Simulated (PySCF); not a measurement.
Computed shifts of a molecule C₅H₅Cl, B3LYP/pcSseg-1 in PySCF, GIAO, gas phase, equivalent atoms averaged, in ppm (number of nuclei): ¹³C: 231.7 (1), 141.8 (1), 134.5 (1), 95.4 (1), 85.6 (1). ¹H: 6.78 (1), 6.01 (1), 5.90 (1), 5.62 (2). References: ¹³C against TMS (σ = 181.3 ppm); ³⁵Cl against HCl (σ = 933.3 ppm); ¹H against TMS (σ = 31.68 ppm), references at their B3LYP-D3(BJ)/def2-TZVP geometries, non-relativistic (without spin–orbit terms, shifts of atoms bonded to Cl or Br come out too high). Coordinates come from a r2SCAN-D4/def2-SVP optimisation. The values are those of a single conformer.

Problem. Which structure fits?
A. C#C/C(C)=C/Cl
B. C#C[C@H]1C[C@H]1Cl
C. C=C(Cl)C#CC
D. C=C=C/C=C/Cl

Solution. D, C=C=C/C=C/Cl
